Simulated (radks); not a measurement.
V XIX, 5 electrons, occupied as [He] 2s2 2p1.

All-electron calculation, Dirac Kohn-Sham, PBE, spin-unpolarised, spherical densities, point nucleus; open shells fill j = l - 1/2 first. Program: a radial shooting solver on a logarithmic mesh with Libxc functionals.

Energy parts (eV):
total: -18508.352
kinetic: 18778.050
electron-nucleus: -38672.635
Hartree: 1958.628
exchange-correlation: -572.395

Orbitals (lengths in bohr, moments of r in powers of bohr; <r^-3> diverges for s and p1/2):
| orbital | occ. | eigenvalue (eV) | <r^-3> |
|---|---|---|---|
| 1s1/2 | 2 | -6338.516 | - |
| 2s1/2 | 2 | -1363.237 | - |
| 2p1/2 | 1 | -1305.666 | - |
| 2p3/2 | 0 | -1296.336 | 390.4 |

The highest occupied level is 2p1/2 at -1305.7 eV. Summed over all electrons, <r^2> = 0.2659 bohr^2, which gives a Langevin (diamagnetic) susceptibility term of -0.211 x 10^-6 cm^3/mol.
